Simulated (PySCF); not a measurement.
B(F)(OAc)(OH) (C2H4BFO3), SMILES CC(=O)OB(O)F.

The structure is a stationary point at B3LYP-D3(BJ)/def2-SVP. The values are those of a single conformer.

Two levels are set side by side: TDDFT-PBE/def2-SVPD (PySCF) and TDDFT-ωB97X/def2-SVPD (PySCF). Vertical, same geometry. The lowest singlet is HOMO→LUMO 100 % with PBE and HOMO→LUMO+1 92 % with the other functional; states are paired by order. Differences are taken from unrounded values.

| quantity | TDDFT-ωB97X | TDDFT-PBE | TDDFT-PBE minus TDDFT-ωB97X |
|---|---|---|---|
| lowest singlet excitation (eV) | 5.78 | 5.36 | -0.42 |
| lowest triplet excitation (TDA) (eV) | 5.28 | 4.84 | -0.44 |
| first bright state (f over 0.05) (eV) | 8.58 | 7.29 | -1.29 |
| its oscillator strength | 0.14 | 0.08 | -0.07 |

Functionals without exact exchange tend to place singlet excitations lower, as here. Differences between two approximate levels are no errors against the true value.

Rough cost on one machine, each run with all the roots and properties that it gave: TDDFT-ωB97X against TDDFT-PBE about 8 times.
